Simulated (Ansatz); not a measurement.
```yaml
crystal:
  periodic: [false, false, false]
  atoms:
    - {symbol: C, position_ang: [0.548059, -2.289127, 1.271900]}
    - {symbol: C, position_ang: [0.400901, -1.657097, 0.288522]}
    - {symbol: Ti, position_ang: [0.013181, -0.274395, -0.962220]}
    - {symbol: Cl, position_ang: [-1.382644, -0.569341, -2.381657]}
    - {symbol: Cl, position_ang: [2.029880, 0.193248, -2.018631]}
    - {symbol: C, position_ang: [-0.314943, 1.458328, -0.038464]}
    - {symbol: C, position_ang: [-0.661721, 2.619278, 0.642848]}
    - {symbol: H, position_ang: [0.549247, -2.963701, 1.942419]}
    - {symbol: H, position_ang: [-1.000281, 3.488796, 1.269696]}
basis:
  gaussian: {orbitals: aug-pcseg-2}
hamiltonian: {xc: {name: PBE}, pseudopotentials: {relativity: none}}
output: {forces: true}
```

```sh
$ ansatz run in.yaml --threads 4 --pin off --events-out ev --progress --plain --max-ram 11315MiB
```

Output, abridged:

```
Functional definition: PBE
2053 factors; their error is unknown
mean field evaluation 1: about -52293.0258 eV, gradient 1.1e2 eV
mean field evaluation 2: about -51892.1951 eV, gradient 2.7e2 eV
mean field evaluation 4: about -52314.4093 eV, gradient 5.0e1 eV
mean field evaluation 8: about -52321.1373 eV, gradient 7.4e0 eV
mean field evaluation 16: about -52321.1942 eV, gradient 6.8e-2 eV
mean field -52321.19418635 eV, -1922.7684217692 hartree, gradient 3.0e-5 eV, S^2 0.000000; 0 other end points of the search recorded, 0 dependent functions left out
reference -52321.19426924 eV, -1922.7684248155 hartree; 41, 41 occupied and 370, 370 virtual orbitals, 2053 factors
Total energy: -52321.19426924 eV, -1922.7684248155 hartree
Atom 0 at     0.548059    -2.289127     1.271900 Å, force     0.259914     1.110916    -0.642662 eV/Å
Atom 1 at     0.400901    -1.657097     0.288522 Å, force    -0.402651     1.467525    -2.709284 eV/Å
Atom 2 at     0.013181    -0.274395    -0.962220 Å, force     4.327916     2.809743     0.250098 eV/Å
Atom 3 at    -1.382644    -0.569341    -2.381657 Å, force    -3.003326    -0.825164    -2.737980 eV/Å
Atom 4 at     2.029880     0.193248    -2.018631 Å, force    -1.164208    -0.371241     0.574878 eV/Å
Atom 5 at    -0.314943     1.458328    -0.038464 Å, force    -2.521254     7.755617     4.724388 eV/Å
Atom 6 at    -0.661721     2.619278     0.642848 Å, force     1.689532    -6.480178    -3.521049 eV/Å
Atom 7 at     0.549247    -2.963701     1.942419 Å, force     0.280353    -4.379692     4.944424 eV/Å
Atom 8 at    -1.000281     3.488796     1.269696 Å, force     0.533723    -1.087526    -0.882813 eV/Å
Dipole moment:    -0.411399    -0.078824     0.499035 e Å
```

Hardware: 4 threads of an Arm Neoverse V2 on a shared host. Wall time 13 s, peak host memory 1 GiB.
